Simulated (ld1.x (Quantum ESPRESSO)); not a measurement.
Zn (Z = 30): one change to an RRKJ potential, before and after

* Element: Zn (Z = 30)
* Generator: ld1.x (Quantum ESPRESSO) 7.5
* Type: norm-conserving RRKJ (Kleinman–Bylander form)
* Functional: LDA (PZ)
* Relativity: scalar-relativistic
* Frozen core: [Ne]
* Valence charge: 20
* Reference configuration: 3s2 3p6 3d10 4s0 4p0 (charge +2)
* Partial waves: 3p (bound): rc 1.10 bohr; 3d (bound): rc 1.20 bohr; 3s (bound): rc 1.05 bohr
* Local potential: the s channel
* Core correction: none
* rho0: 0.01

Change: all radii scaled by about 1.15 (s 1.20, p 1.26, d 1.38 bohr).

Cutoffs: the cutoffs (Ry, on a coarse ladder) from which the occupation-weighted sum of valence levels, in a spherical-Bessel basis at the reference potential, stays within 10 and 1 mRy of its value at 400 Ry; they do not see the model core or the augmentation charge, which bear on the density cutoff. Errors are all-electron minus pseudo energies relative to the spin-unpolarised reference configuration.

Q: What does the change do?

A: The potential gets softer (160 Ry and 200 Ry → 120 Ry and 180 Ry); of the 9 tests that both files solve, the error grows in 9 and shrinks in 0 by more than 15 % and 0.3 meV (median size 1012.0 → 1777.3 meV); neither file shows a bound ghost. A larger radius leaves more room for a smooth pseudo-wave, so fewer plane waves are needed. More of the atom is replaced by a form fitted at one configuration, so other configurations suffer.

```tsv
quantity	base	changed
cutoff, loose	160 Ry	120 Ry
cutoff, tight	200 Ry	180 Ry
loose cutoff by channel (10 mRy a level)	p 80 Ry, d 120 Ry, s 80 Ry	p 80 Ry, d 90 Ry, s 55 Ry
bound ghosts	none	none
error for 3s2 3p6 3d10 4s2 4p0, meV [ΔE -28.96 eV]	+1591	+2807
error for 3s2 3p6 3d10 4s1 4p0, meV [ΔE -18.77 eV]	+1017	+1785
error for 3s2 3p6 3d9 4s0 4p0, meV [ΔE 40.89 eV]	+26	+65
error for 3s2 3p5 3d10 4s2 4p0, meV [ΔE 62.96 eV]	+2557	+4425
error for 3s2 3p6 3d10 4s1.5 4p0, meV [ΔE -24.88 eV]	+1353	+2380
error for 3s2 3p6 3d10 4s0 4p2, meV [ΔE -18.20 eV]	+234	+353
error for 3s2 3p6 3d8 4s0 4p0, meV [ΔE 103.04 eV]	+208	+467
error for 3s2 3p6 3d10 4s1 4p0 (spin-polarised), meV [ΔE -19.02 eV]	+1012	+1777
error for 3s2 3p6 3d9 4s0 4p0 (spin-polarised), meV [ΔE 40.62 eV]	+46	+77
```
